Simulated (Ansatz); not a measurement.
Basis-set extrapolation for AlClH$_{4}$N$_{2}$ (`[NH2][Al]([NH2])[Cl]`) (PBE0-D4/def2-TZVP geometry, frozen core, Ansatz). Multiplicity 1, RHF reference.

```json
{"": "HF", "def2-TZVPP": "-812.883180", "def2-QZVPP": "-812.909253"}
{"": "MP2 correlation", "def2-TZVPP": "-0.692957", "def2-QZVPP": "-0.750408"}
{"": "CCSD(T) correlation", "def2-TZVPP": "-0.754649", "def2-QZVPP": "not run"}
```

Energies in hartree. Use E(X) = E(∞) + A·exp(−7.88·√X) for Hartree–Fock and E(X) = E(∞) + B·X^(−2.97) for correlation, with X = 3 and 4, and add CCSD(T) minus MP2 of the smaller set to the MP2 limit.

What is the CCSD(T) energy at the basis-set limit?

HF limit: -812.909253 + (-0.026073) × 0.13774 = -812.91284. MP2 limit: -0.750408 + (-0.057451) × 0.74074 = -0.79296. Higher-order term: -0.754649 − (-0.692957) = -0.06169. Total: -813.76749 hartree, 81.4 kcal/mol below CCSD(T)/def2-TZVPP.
